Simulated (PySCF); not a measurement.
Structure from 2D NMR

Compound of formula C$_{6}$H$_{7}$F$_{4}$NSi. Correlations simulated from computed shifts and the bond graph:

HSQC (one-bond C–H):
```csv
δH,δC
6.94,130.7
6.80,125.0
6.16,83.6
```

HMBC (two and three bonds, from the bond graph):
```csv
δH,δC
6.94,"133.0, 132.2, 125.0, 120.3"
6.80,"132.2, 130.7, 120.3, 83.6"
6.16,"132.2, 125.0, 120.3"
5.12,"130.7, 125.0"
```

Carbons without hydrogens: δ 133.0, 132.2, 120.3.

PySCF 2.14.0 with density-fitted response routines calculation with structure optimised with GFN2-xTB and NMR shieldings at PBE0/pcSseg-1/GIAO; non-relativistic, gas phase, one computed conformer, averaged over atoms made equivalent by symmetry, fast rotation or ring inversion.

δ = σ(ref) − σ, references computed at the same level: TMS for $^{1}$H, $^{13}$C.

Exchangeable hydrogens are left out of these lists.

Work out the connectivity.

Results:

SMILES FCc1cn([SiH3])cc1C(F)(F)F.

Atoms are numbered as in `[F:1][CH2:2][c:3]1[cH:4][n:5]([SiH3:6])[cH:7][c:8]1[C:9]([F:10])([F:11])[F:12]`. Hydrogens are named by the atom that carries them.

δC 133.0 is C9, a CF3 carbon. δC 132.2 is C3, a substituted aromatic carbon. δC 130.7 is C7, an aromatic CH next to a ring nitrogen (δH 6.94). δC 125.0 is C4, an aromatic CH next to a ring nitrogen (δH 6.80). δC 120.3 is C8, a substituted aromatic carbon. δC 83.6 is C2, an sp3 CH2 bonded to F, on an aromatic ring (δH 6.16). HMBC from δH 6.94 reaches the proton-free carbons C9, C3, C8. HMBC from δH 6.80 reaches the proton-free carbons C3, C8. HMBC from δH 6.16 reaches the proton-free carbons C3, C8.

This is the structure that produced the data.

Shifts are as computed. Against solution values, carbons near 30 ppm lie about +3 ppm off and those near 130 ppm about +5 ppm. Of 1211 compounds with measured shifts, 218 miss one by over three times the rms of a fit or turn the order of signals round; such compounds aren't used in these exercises.
